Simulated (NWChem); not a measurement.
System: GeSi₂H₈; SMILES [SiH3][GeH2][SiH3]

```xyz
11

Ge    -0.7292     0.0224     0.0000
Si     0.6210    -0.0079    -1.9664
Si     0.6210    -0.0079     1.9664
H     -1.6127     1.2879     0.0000
H     -1.6686    -1.2021     0.0000
H      1.4648    -1.2418    -1.9805
H      1.5197     1.1867    -1.9801
H     -0.2274     0.0115    -3.1967
H     -0.2274     0.0115     3.1967
H      1.4648    -1.2418     1.9805
H      1.5197     1.1867     1.9801
```
Atoms are numbered in this order, from 1.

Level: PBE0/def2-SVP (NWChem), optimised geometry, unscaled harmonic frequencies. 

List the harmonic frequencies with IR intensities, and the thermochemistry.


| frequency (cm⁻¹) | IR intensity (km/mol) |
|---|---|
| 78 | 0.0 |
| 83 | 0.9 |
| 87 | 0.0 |
| 298 | 13.5 |
| 336 | 0.1 |
| 368 | 2.0 |
| 420 | 0.0 |
| 440 | 19.5 |
| 548 | 3.6 |
| 561 | 9.4 |
| 656 | 195.5 |
| 687 | 0.0 |
| 852 | 135.3 |
| 857 | 360.7 |
| 890 | 51.7 |
| 934 | 0.0 |
| 935 | 34.2 |
| 938 | 68.3 |
| 938 | 50.2 |
| 2131 | 83.0 |
| 2136 | 82.1 |
| 2222 | 101.6 |
| 2226 | 25.6 |
| 2235 | 0.0 |
| 2237 | 66.3 |
| 2238 | 115.6 |
| 2238 | 177.6 |

```json
{
 "zero_point_energy": "40.8 kcal/mol",
 "thermal correction to the enthalpy at 298.15 K (with zero-point energy)": "46.3 kcal/mol",
 "heat capacity Cv": "27.0 cal/(mol K)",
 "entropy at 298.15 K and 1 atm (symmetry number 2)": "86.2 cal/(mol K)",
 "dipole_moment": "0.04 D"
}
```

Rigid rotor and harmonic oscillator; modes under 100 cm⁻¹ make the entropy uncertain.
